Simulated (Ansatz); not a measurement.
The cluster BeTe₂⁻, 3 atoms. Hardware: 4 threads of Arm Neoverse V2 on a shared host.

In the def2 sets Te takes a core potential; there is no spin–orbit coupling. Correlated methods freeze 8 core orbitals; core or outer-core shells of Te are correlated, in sets that lack core-valence functions. In CCSD on the charge -1 doublet the largest single amplitude is 0.30, so its Hartree–Fock determinant may place the open shell otherwise than the density functionals do.

(1) How many basis functions does each of these Ansatz runs have, and roughly what does it cost? PBE-D4/def2-TZVPD, charge -1 doublet, relaxation, 2 steps; LC-ωPBE (ω = 0.15 bohr⁻¹)/def2-TZVPD, charge -1 doublet, energy, from earlier orbitals; r2SCAN-D4/def2-TZVPD, charge 0 triplet at the geometry of the charge -1 doublet, energy, from earlier orbitals; LC-ωPBE (ω = 0.20 bohr⁻¹)/def2-TZVPD, charge -1 quartet, energy, from earlier orbitals; CCSD(T)/def2-TZVPPD, charge 0 singlet at the geometry of the charge -1 doublet, energy, from earlier orbitals; CCSD(T)/def2-TZVPPD, charge -1 doublet, energy, from earlier orbitals; HF/STO-3G, charge -1 quartet, energy; PBE0-D4/def2-SVP, charge -1 quartet, energy with a search over starts; LC-ωPBE (ω = 0.30 bohr⁻¹)/def2-TZVPD, charge 0 singlet at the geometry of the charge -1 doublet, energy, from earlier orbitals; ωB97M-V/def2-TZVPD, charge -1 quartet, energy, from earlier orbitals; LC-ωPBE (ω = 0.10 bohr⁻¹)/def2-TZVPD, charge 0 singlet at the geometry of the charge -1 doublet, energy, from earlier orbitals; PBE-D4/def2-TZVPD, charge -1 quartet, relaxation, 10 steps.

## Answers

(1) Other jobs shared the machine, so times can vary by a factor of up to 3. A dash marks memory too small to be measured apart from the calling script's.

```json
{"run": "HF/STO-3G, charge -1 quartet, energy", "functions": "59", "fitting or Cholesky vectors": "622", "wall time": "1 s", "peak host memory (GiB)": "–"}
{"run": "PBE0-D4/def2-SVP, charge -1 quartet, energy with a search over starts", "functions": "61", "fitting or Cholesky vectors": "794", "wall time": "2.3 s", "peak host memory (GiB)": "–"}
{"run": "PBE-D4/def2-TZVPD, charge -1 doublet, relaxation, 2 steps", "functions": "140", "fitting or Cholesky vectors": "1055", "wall time": "2.9 s", "peak host memory (GiB)": "–"}
{"run": "LC-ωPBE (ω = 0.20 bohr⁻¹)/def2-TZVPD, charge -1 quartet, energy, from earlier orbitals", "functions": "140", "fitting or Cholesky vectors": "1055", "wall time": "5.5 s", "peak host memory (GiB)": "–"}
{"run": "LC-ωPBE (ω = 0.30 bohr⁻¹)/def2-TZVPD, charge 0 singlet at the geometry of the charge -1 doublet, energy, from earlier orbitals", "functions": "140", "fitting or Cholesky vectors": "1055", "wall time": "6 s", "peak host memory (GiB)": "–"}
{"run": "LC-ωPBE (ω = 0.10 bohr⁻¹)/def2-TZVPD, charge 0 singlet at the geometry of the charge -1 doublet, energy, from earlier orbitals", "functions": "140", "fitting or Cholesky vectors": "1055", "wall time": "7.5 s", "peak host memory (GiB)": "–"}
{"run": "LC-ωPBE (ω = 0.15 bohr⁻¹)/def2-TZVPD, charge -1 doublet, energy, from earlier orbitals", "functions": "140", "fitting or Cholesky vectors": "1055", "wall time": "10 s", "peak host memory (GiB)": "–"}
{"run": "PBE-D4/def2-TZVPD, charge -1 quartet, relaxation, 10 steps", "functions": "140", "fitting or Cholesky vectors": "1055", "wall time": "17 s", "peak host memory (GiB)": "–"}
{"run": "ωB97M-V/def2-TZVPD, charge -1 quartet, energy, from earlier orbitals", "functions": "140", "fitting or Cholesky vectors": "1105", "wall time": "34 s", "peak host memory (GiB)": "0.79"}
{"run": "CCSD(T)/def2-TZVPPD, charge -1 doublet, energy, from earlier orbitals", "functions": "140", "fitting or Cholesky vectors": "1249", "wall time": "46 s", "peak host memory (GiB)": "1.8"}
{"run": "r2SCAN-D4/def2-TZVPD, charge 0 triplet at the geometry of the charge -1 doublet, energy, from earlier orbitals", "functions": "140", "fitting or Cholesky vectors": "1055", "wall time": "60 s", "peak host memory (GiB)": "–"}
{"run": "CCSD(T)/def2-TZVPPD, charge 0 singlet at the geometry of the charge -1 doublet, energy, from earlier orbitals", "functions": "140", "fitting or Cholesky vectors": "1249", "wall time": "67 s", "peak host memory (GiB)": "1.1"}
```
